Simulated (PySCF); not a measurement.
Input for PySCF: R-B3LYP/6-31G* on H4SSe (a complex).

```python
from pyscf import gto, scf, dft, mp
from pyscf.data.elements import chemcore

mol = gto.M(
    atom='''
    S    -0.23344105   -0.23086733   -0.08260392
    H     0.58208655    0.81659205    0.11794158
    H    -1.30168883    0.43315143    0.38675016
    Se    0.18289968    0.15743121    3.55738942
    H     0.39995312   -0.07242723    4.99614525
    H     0.39339564   -1.26183548    3.24883068
    ''',
    basis='6-31g*',
    cart=True,
    charge=0, spin=0, verbose=3, max_memory=1800)
mf = dft.RKS(mol, xc='b3lyp')
mf.conv_tol = 1e-8
mf.max_cycle = 100
mf.kernel()
if not mf.converged:
    mf = mf.newton().run(mf.mo_coeff, mf.mo_occ)
```

Program output:

```
converged SCF energy = -2801.8760422105
```

The run converged.

Cost: roughly 1.3 core-seconds.
